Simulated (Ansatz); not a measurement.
Cartesian coordinates (Å):
```xyz
5

C     -0.3873    -0.0424     0.0221
N      0.7924    -0.4834     0.0774
H     -1.2157    -0.7312     0.1974
H     -0.6581     0.9979    -0.1919
H      1.4688     0.2590    -0.1051
```
Charge 0, spin multiplicity 1.

These are Ansatz (a program for electronic structure) with frozen-core CCSD(T)/cc-pVTZ // PBE0-D3(BJ)/def2-TZVP values and carry that method's errors.

| Property | Value |
|---|---|
| HF energy | -94.06782 Ha |
| MP2 correlation energy | -0.37065 Ha |

**Question.** Estimate the CCSD correlation energy, the (T) correction, the total energy and the T1 diagnostic.

**Answer.** 
```yaml
CCSD correlation energy: -0.38808 Ha
"(T) correction": -0.01652 Ha
CCSD(T) total energy: -94.47242 Ha
T1 diagnostic: 0.012
```
